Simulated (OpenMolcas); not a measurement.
V2+ in KCdF3: curves along the breathing mode

V2+ with its 6 nearest fluoride ions, on the Cd site of idealised cubic KCdF3 (a = 4.302 Å, distance in the model lattice 2.151 Å). The rest of the host is ab initio model potentials to 7.6 Å, with orthogonalisation functions on the cations behind the ligands, and point charges beyond; the distance is set by hand and nothing relaxes. Ligand basis ANO-RCC-VDZP.

- Program: OpenMolcas
- Method: SS-CASPT2, IPEA 0.25 Eh, imaginary shift 0.1 Eh (closed shells correlated: 3s 3p and the ligand valence shells)
- Basis: ANO-RCC-VDZP [5s4p2d1f]
- Scalar Hamiltonian: DKH2, point nucleus
- Active space: 3 electrons in 5 orbitals (3d)
- State averaging: 2S+1 = 4 even, 10 roots; 2S+1 = 2 even, 40 roots
- Spin-orbit coupling: RASSI with atomic mean-field integrals over the reference wave functions

Spin-free energies (labels of O, the rotations of Oh) in cm-1 above the lowest fitted minimum, as all ligands move together:

| R (Å) | 4A2 | 4T2 | 2E | 2T1 | 4T1 | 2T2 | 2A1 |
| --- | --- | --- | --- | --- | --- | --- | --- |
| 1.978 | 380 | 16410 | 14300 | 15140 | 23270 | 20780 | 26790 |
| 2.025 | 170 | 14520 | 14050 | 14920 | 21030 | 20210 | 24970 |
| 2.071 | 2210 | 15090 | 16070 | 17010 | 21280 | 21950 | 25640 |
| 2.118 | 6450 | 18010 | 20270 | 21180 | 23840 | 25870 | 28610 |
| 2.164 | 12620 | 23050 | 26410 | 27330 | 28520 | 31690 | 33700 |
| 2.211 | 21000 | 30410 | 34760 | 35670 | 35530 | 39760 | 41080 |
| 2.258 | 31520 | 40050 | 45250 | 46150 | 44800 | 49970 | 50780 |

Cubic fits give the following; the wavenumber is harmonic, with the mass of all moving ligands, small differences in it between states hang on the degree of the fit, a number in brackets counts states of one label, and the table is a selection of at most 14 states with clean curves.

```tsv
State	R0 (Å)	Breathing mode (cm-1)	Minimum (cm-1)
4A2	2.005	549	0
4T2	2.037	568	14470
2E	2.006	549	13900
2T1	2.004	545	14770
4T1	2.044	566	20880
2T2	2.012	549	20170
2A1	2.036	566	24950
2T2(2)	2.038	570	29000
2T1(2)	2.036	564	29260
2E(2)	2.035	568	29780
4T1(2)	2.059	596	31690
2T1(3)	2.040	565	34270
2T2(3)	2.032	530	40390
2A2	2.034	562	40960
```

The minimum of 4T2 is shifted by +0.0323 Å against 4A2 (from the unrounded fits). With M = 114.0 u for the moving shell, the Huang-Rhys factor in this mode is S = M ω ΔR² / 2ħ = 0.01483 × 114.0 × 549 × 0.0323² = 0.97. Only the first shell moves, against a rigid host.

Roots that are degenerate in the reference are averaged as groups; the widest CASPT2 spread within a group is 580 cm-1 (the 3-fold group of multiplicity 2 near 65300 cm-1 above the lowest state of its run, R = 2.071). Shifts and gaps below about the spread of the groups concerned are not significant. Over all roots computed the reference weight is 0.74 in R = 1.978, 0.74 in R = 2.025, 0.74 in R = 2.071, 0.74 to 0.75 in R = 2.118, 0.74 to 0.75 in R = 2.164, 0.74 to 0.75 in R = 2.211, 0.74 to 0.75 in R = 2.258; a low but even weight reflects the number of correlated electrons. Ligand-to-metal charge-transfer states are missing. With no ligand orbital active B as a rule stays too high, so bands that hang on it stand too high and its fall with covalency is understated. With one d shell and no ligand orbital active, 10Dq can be off by tens of per cent for divalent 3d ions, low with halides held by bare charges and at times high in hosts. Free-ion shares, where given, are those of the reference states; single-state CASPT2 does not remix them. These CASPT2 states fit no ligand-field parameters well, so their order and spin gaps are uncertain (holds for R = 2.118; R = 2.164; R = 2.211; R = 2.258). No measured value stands beside these numbers.
